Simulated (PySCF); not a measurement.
Identify the unknown among the candidates.

All candidates are C6H12SSi2.

| technique | computed result |
| --- | --- |
| NMR, other nuclei | isotropic shieldings of nuclei other than C and H, by class: 343 (1 Si), 379 (1 Si), 679 (1 S) ppm [GIAO PBE0/pcSseg-1] |
| 1H NMR | chemical shifts (computed TMS as zero) by class: 5.65 (1 H), 4.92 (1 H), 4.80 (1 H), 2.33 (3 H), 2.20 (1 H), 1.98 (3 H), 0.65 (1 H), 0.57 (1 H) ppm [GIAO PBE0/pcSseg-1] |
| Rotational structure | rotational constants A, B, C: 1.057, 0.866, 0.536 GHz [GFN2-xTB] |
| Dipole | 1.14 D [PBE0/pcSseg-1] |
| 13C NMR | chemical shifts (computed TMS as zero) by class: 83.3 (1 C), 81.0 (1 C), 13.2 (1 C), 11.7 (1 C), 5.4 (1 C), -2.4 (1 C) ppm [GIAO PBE0/pcSseg-1] |

Electronic properties: PySCF, gas phase, density fitting. Levels stand in brackets. Isolated species at its GFN2-xTB geometry (one conformer only). GFN2-xTB frequencies show an imaginary mode (31i cm⁻¹), so this geometry is no minimum at that level. NMR classes are plain means over equivalent atoms (diastereotopic ones count apart unless rotation or inversion swaps them), as if these changed places fast.

Question: Which candidate is it?
A. `CC#C[C@@H]1[SiH2]C[Si@@H]1SC`
B. `C#C[Si@]1(C)C[C@H](S[SiH3])C1`
C. `C#C[SiH2][C@@H]1CCCS[SiH2]1`

Answer: A. It is `CC#C[C@@H]1[SiH2]C[Si@@H]1SC`. Numbering: `[CH3:1][C:2]#[C:3][C@@H:4]1[SiH2:5][CH2:6][Si@@H:7]1[S:8][CH3:9]`. Its formula, C6H12SSi2, gives 3 degrees of unsaturation: 1 ring and 2 π bonds in the structure found. 6 carbons fall into 6 classes; from least to most shielded: alkyne carbon [C3] (83.3 ppm), alkyne carbon [C2] (81.0 ppm), ring sp3 carbon bound to silicon [C4] (13.2 ppm), S-methyl carbon [C9] (11.7 ppm), propargylic carbon [C1] (5.4 ppm), ring sp3 carbon bound to silicon [C6] (-2.4 ppm). Hydrogen classes from least to most shielded: 1 H on an SiH silicon, Si7 (5.65 ppm), 1 H on an SiH2 silicon, Si5 (4.92 ppm), 1 H on an SiH2 silicon, Si5 (4.80 ppm), 3 H on an S-methyl carbon, C9 (2.33 ppm, a mean of values up to 1.2 ppm apart in this geometry), 1 H on an sp3 carbon bound to silicon, C4 (2.20 ppm), 3 H on a propargylic carbon, C1 (1.98 ppm), 1 H on an sp3 carbon bound to silicon, C6 (0.65 ppm), 1 H on an sp3 carbon bound to silicon, C6 (0.57 ppm). The other shieldings belong to: 343 ppm, SiH silicon [Si7]; 379 ppm, SiH2 silicon [Si5]; 679 ppm, sulfur bonded to C and Si [S8]. The optimised geometry has point group C1 and is an asymmetric top.

The others, at the same levels:
- `C#C[Si@]1(C)C[C@H](S[SiH3])C1` fails: it has 5 carbon classes against 6; its computed 13C shifts are 105.0 (1 C), 90.9 (1 C), 40.2 (1 C), 31.7 (2 C), -0.5 (1 C) ppm, 1H shifts are 4.49 (3 H), 3.28 (1 H), 2.14 (1 H), 2.04 (2 H), 1.87 (2 H), 0.45 (3 H) ppm and rotational constant A is 1.921 GHz (against 1.057 GHz).
- `C#C[SiH2][C@@H]1CCCS[SiH2]1` fails: its computed 13C shifts are 105.1 (1 C), 85.5 (1 C), 36.2 (1 C), 31.9 (1 C), 31.0 (1 C), 11.9 (1 C) ppm, 1H shifts are 4.94 (1 H), 4.59 (1 H), 4.39 (1 H), 4.20 (1 H), 2.77 (1 H), 2.63 (1 H), 2.52 (1 H), 2.12 (1 H), 1.91 (1 H), 1.57 (1 H), 1.31 (1 H), 0.56 (1 H) ppm and rotational constant A is 2.068 GHz (against 1.057 GHz).

Each candidate is one conformer, not necessarily the lowest. The conformers computed, where there is a choice (atom-mapped SMILES and torsion angles):
- `[CH3:1][C:2]#[C:3][C@@H:4]1[SiH2:5][CH2:6][Si@@H:7]1[S:8][CH3:9]`: C6–Si7–S8–C9 -167°
- `[CH:1]#[C:2][Si@:3]1([CH3:4])[CH2:5][C@H:6]([S:7][SiH3:8])[CH2:9]1`: C5–C6–S7–Si8 65°

The conformers of `C#C[SiH2][C@@H]1CCCS[SiH2]1` aren't listed.
